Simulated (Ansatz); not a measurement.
C₂H₈N (SMILES C[NH2+]C), charge +1, singlet, at a GFN2-xTB geometry; MP2/6-311G** in Ansatz (a quantum-chemistry and plane-wave program).

The Ansatz input:
Ansatz 0.2 input:
```yaml
crystal:
  periodic: [false, false, false]
  atoms:
    - {symbol: C, position_ang: [1.13626145, 0.51800927, -0.17136574]}
    - {symbol: N, position_ang: [0.11223500, -0.53475827, -0.00839106]}
    - {symbol: C, position_ang: [-1.24753940, 0.01218899, 0.17968525]}
    - {symbol: H, position_ang: [2.12079925, 0.07512594, -0.30685866]}
    - {symbol: H, position_ang: [0.90342083, 1.13036038, -1.04048709]}
    - {symbol: H, position_ang: [1.15583745, 1.15586555, 0.71028992]}
    - {symbol: H, position_ang: [0.35547925, -1.11851683, 0.80222890]}
    - {symbol: H, position_ang: [0.11904322, -1.14240726, -0.83770577]}
    - {symbol: H, position_ang: [-1.97014570, -0.79293439, 0.29559530]}
    - {symbol: H, position_ang: [-1.27499751, 0.64006506, 1.06826740]}
    - {symbol: H, position_ang: [-1.52741413, 0.61455989, -0.68250961]}
basis:
  gaussian:
    orbitals: 6-311G__.json
total_charge: 1
magnetization: {spin_polarized: false}
correlation: {method: mp2, electrons: outside_noble_gas}
accuracy: high
```
The basis file holds 6-311G** in the JSON format of the Basis Set Exchange.

Problem. What does Ansatz print? Leave out banner, timings and long lists.

Solution. 
```
Functional definition: HF
2218 factors; integrals over basis functions are off by at most 3.8e-9 eV
mean field evaluation 1: about -3660.5300 eV, gradient 3.9e1 eV
mean field evaluation 2: about -3660.5335 eV, gradient 3.9e1 eV
mean field evaluation 4: about -3664.0861 eV, gradient 3.2e0 eV
mean field evaluation 8: about -3664.1196 eV, gradient 9.3e-5 eV
mean field -3664.11963825 eV, -134.6539130763 hartree, gradient 9.6e-8 eV, S^2 0.000000; 0 other end points of the search recorded, 0 dependent functions left out
3 core orbitals not correlated
reference -3664.11963825 eV, -134.6539130763 hartree; 10, 10 occupied and 89, 89 virtual orbitals, 2218 factors
second order -13.34065422 eV of doubles, -0.00000000 eV of singles
Total energy: -3677.46029248 eV, -135.1441730764 hartree
```
